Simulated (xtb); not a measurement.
Harmonic IR lines of one isomer of C2H7BO, unscaled. These are GFN2-xTB (xtb 6.7.1) values and carry that method's errors.

```
wavenumber (cm⁻¹)  relative intensity
-----------------  ------------------
238                               5.1
767                                13
862                               100
944                               5.2
1017                               17
1111                               48
1175                               32
1197                               14
1443                               13
2665                               44
2724                               50
2773                               30
2823                               33
2873                               38
2900                               35
3027                               13
```

### Question
Identify which structure gives these lines.
(A) `CCBO`
(B) `CBOC`
(C) `B[C@@H](C)O`
(D) `BCOC`

### Answer
D, `BCOC`
